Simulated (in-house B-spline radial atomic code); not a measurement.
Values are calculated unless marked as measured or tabulated.
**Correlation energy from the adiabatic connection: ω²r²/2 − Z/r, ω = 4.42, Z = 3**

Two electrons in a singlet, external potential ω²r²/2 − Z/r, ω = 4.42, Z = 3 (atomic units). Full CI in B-splines (partial waves to l = 8, correlation up to 0.6 % small) with the density held fixed gives W(λ) = <V_ee>_λ − U, and E_c is the integral of W(λ) − W(0) from 0 to 1.

```
   λ  W(λ) − W(0) (hartree)
   0                0.00000
0.02               -0.00183
0.05               -0.00456
0.12               -0.01087
0.25               -0.02236
 0.4               -0.03528
 0.6               -0.05194
 0.8               -0.06799
   1               -0.08347
```

Question: Integrate the table by the trapezoid rule.

Answer: The strips give -0.00002, -0.00010, -0.00054, -0.00216, -0.00432, -0.00872, -0.01199, -0.01515, which sum to -0.04300 hartree. The direct value, W(1) − W(0) + T_c with T_c = 0.04043, is -0.04304; the curve is convex, so chords lie above it and the trapezoids fall short in size by 0.09 %.

Question: Now use only three numbers: W(0) = -2.3617, the initial slope W'(0) = -0.09162 (extrapolated from the first points) and the strong-coupling limit of the point-charge-plus-continuum model, W∞ = -3.2971. What do second-order theory and the interpolation W(λ) = W∞ + (W(0) − W∞)/√(1 + 2χλ) of Seidl, Perdew and Levy give?

Answer: Second order keeps the slope alone: E_c = W'(0)/2 = -0.04581, +6 % in size against -0.04304. Matching the slope fixes χ = W'(0)/(W∞ − W(0)) = -0.09162/(-0.93540) = 0.09795. Integrating, with s = √(1 + 2χ) = 1.093570, E_c = −(W(0) − W∞)(s − 1)/(s + 1) = −0.93540 × 0.093570/2.093570 = -0.04181 hartree, -2.9 % in size against the full result. At λ = 1 the formula gives W − W(0) = -0.08004 against -0.08347. Part of the miss can come from the model's W∞.
